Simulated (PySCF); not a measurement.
Species: C4H11NOSi3.
Geometry (GFN2-xTB, Å), atoms numbered from 1 in this order:
```xyz
20
C4H11NOSi3 angstrom
N      2.3131    0.8912   -1.7402
C      1.2953    1.0187   -0.8595
O      0.8388    2.1034   -0.5342
C      0.7568   -0.2167   -0.2813
C      1.3338   -1.3880    0.0471
Si    -0.1832   -1.9748    1.0038
C     -0.6375   -0.2401    0.2578
Si    -1.9153   -0.2422   -1.1455
Si    -0.8994    1.2595    1.4139
H      2.6743   -0.0114   -1.9897
H      2.7275    1.7154   -2.1431
H      2.3518   -1.6954   -0.1380
H     -0.8888   -3.1481    0.4911
H     -0.0103   -2.0290    2.4527
H     -1.8500    0.9869   -1.9359
H     -3.2539   -0.4074   -0.5773
H     -1.6335   -1.3685   -2.0505
H     -1.8940    0.7861    2.3990
H      0.3327    1.5361    2.1507
H     -1.4633    2.4349    0.7665
```

Probes without a nucleus sit at each ring's centroid and 1 Å off its mean plane on both sides; NICS is minus the shielding there, NICSzz its component along the normal. Level: GIAO PBE0/pcSseg-1 (PySCF, non-relativistic, gas phase) on the GFN2-xTB geometry, one conformer.

Ring bond lengths (Å), with Mayer bond orders in brackets: C4–C5 1.346 (1.74), C5–Si6 1.887 (0.91), Si6–C7 1.942 (0.85), C7–C4 1.495 (0.96).

Give the NICS values of each ring in ppm.

| ring | type | NICS(0) | NICS(1), two faces | NICS(1)zz, two faces | rms pucker (Å) | centre to ring atoms, mean (Å) |
| --- | --- | --- | --- | --- | --- | --- |
| C4–C5–Si6–C7 | 4-membered ring with Si; formal bonds 1 double, 3 single | -0.3 | -1.2 / -1.9 | 4.5 / 3.6 | 0.02 | 1.17 |

What do they say, and how far can they be read as aromaticity?

- C4–C5–Si6–C7: mean NICS(1)zz 4.1 ppm, deshielded. Si6, C7 have four or more neighbours, and the NICS criterion for π rings isn't applied.

At the first NICS(1) probe listed for ring C4–C5–Si6–C7, 1 Å off the ring, what do the in-plane components average?

The isotropic value is a third of the trace: (3 × -1.2 − (4.5))/2 = -4.0 ppm.

What are the shieldings of the ring atoms and their hydrogens in the same run (means over atoms taken as equivalent)?

```json
{"atoms": "C4", "environment": "fully substituted alkene carbon", "σ isotropic (ppm)": "14.4"}
{"atoms": "C5", "environment": "alkene CH carbon", "σ isotropic (ppm)": "54.5"}
{"atoms": "Si6", "environment": "SiH2 silicon", "σ isotropic (ppm)": "393.8"}
{"atoms": "C7", "environment": "sp3 carbon bound to silicon", "σ isotropic (ppm)": "173.7"}
{"atoms": "H12", "environment": "vinylic hydrogen", "σ isotropic (ppm)": "25.54"}
{"atoms": "H13 (×2)", "environment": "Si–H hydrogen", "σ isotropic (ppm)": "26.88"}
```

Hardware: Arm Neoverse V1, one thread, no GPU, shared host with 32 logical CPUs at a one-minute load of 24. Cost: 59 s of wall time, 1.1 GiB resident at most. This is the whole shielding run at PBE0/pcSseg-1, SCF included.
